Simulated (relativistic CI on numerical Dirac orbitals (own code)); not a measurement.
## Forbidden transitions in Tb

Method of calculation: Dirac-Coulomb-Breit CI, separate exchange-only KLI orbitals for each configuration, model QED, valence Slater integrals scaled by 0.85, configuration energies shifted to the measured levels that pair with them (semi-empirical) (own radial code, finite nucleus).

Configuration list (outside the closed core [Xe]): 4f⁹6s², 4f⁸6s²5d, 4f⁹6s5d, 4f⁹6s7s, 4f¹⁰5g, 4f⁸6s²8s, 4f⁹7s², 4f¹¹. Levels of other configurations are missing.

| λ vac (nm) | Lower | Upper | Type | A (s⁻¹) | gf | Branching (%) |
| --- | --- | --- | --- | --- | --- | --- |
| 1722.0 | 4f⁸6s²5d ⁸G7/2 [6] | 4f⁸6s²5d ⁸H5/2 [34] | M1 | 2.08e-02 | 5.54e-09 | 3.2 |
| 1895.9 | 4f⁸6s²5d ⁸G5/2 [10] | 4f⁸6s²5d ⁸H3/2 [37] | M1 | 1.75e-02 | 3.76e-09 | 13.1 |
| 1974.8 | 4f⁸6s²5d ⁸G5/2 [10] | 4f⁸6s²5d ⁸H5/2 [34] | M1 | 3.99e-02 | 1.40e-08 | 6.2 |
| 2117.4 | 4f⁸6s²5d ⁸G3/2 [12] | 4f⁸6s²5d ⁸H3/2 [37] | M1 | 4.89e-02 | 1.31e-08 | 36.6 |
| 2216.2 | 4f⁸6s²5d ⁸G3/2 [12] | 4f⁸6s²5d ⁸H5/2 [34] | M1 | 1.86e-02 | 8.20e-09 | 2.9 |
| 2279.7 | 4f⁸6s²5d ⁸G1/2 [13] | 4f⁸6s²5d ⁸H3/2 [37] | M1 | 4.49e-02 | 1.40e-08 | 33.7 |
| 13452.4 | 4f⁸6s²5d ⁸G7/2 [6] | 4f⁸6s²5d ⁸G5/2 [10] | M1 | 7.94e-02 | 1.29e-06 | 100.0 |

Terms are leading LS components. Brackets give the number of a level in order of energy, since labels repeat. The list gives strong lines, with weight on those to low levels, without configurations whose count of f electrons has no measured partner, without configurations that were not tied to measured data, among the lowest 400 of 9766 levels, so that lines to higher ones, which can be the strongest, are missing, and without lines across small gaps between configurations, and without 62 lines that miss the measured interval by over 3.5 %, start from a term whose rates miss tabulated ones by over 60 %, have gauges far apart or, lacking measured levels, span too small a gap for the errors found; lines with a level outside our table were not tested and can miss by more. Levels whose partners in the same complex of configurations lie outside the list can be far off, and so can their lines. Rates are taken at the computed energies, electric ones in the length gauge.

Configurations whose levels could be paired with our table of measured levels were shifted onto them, all but the ground configuration, by the median error of their levels; single terms can still be off by 1,000 to 2,000 cm⁻¹ or more, and rates follow the energies as ν³ (E1, M1) or ν⁵ (E2). The others borrow a shift and can be off by several thousand cm⁻¹ or more. The fine structure of a lone outer electron comes out too small, for d and f at times inverted, and misplaced configurations move strength between like terms. 21 of the 39 excited levels that our extract of the measured tables holds in this range could be paired (the sources list more); they are missed by 256 cm⁻¹ on average and 1581 at most, after the shifts were fitted to these levels, and levels without a partner can miss by more.

LS names give the leading component of a level, which can be under half, so a name can repeat, a term be missing and a line seem to break the LS rules.
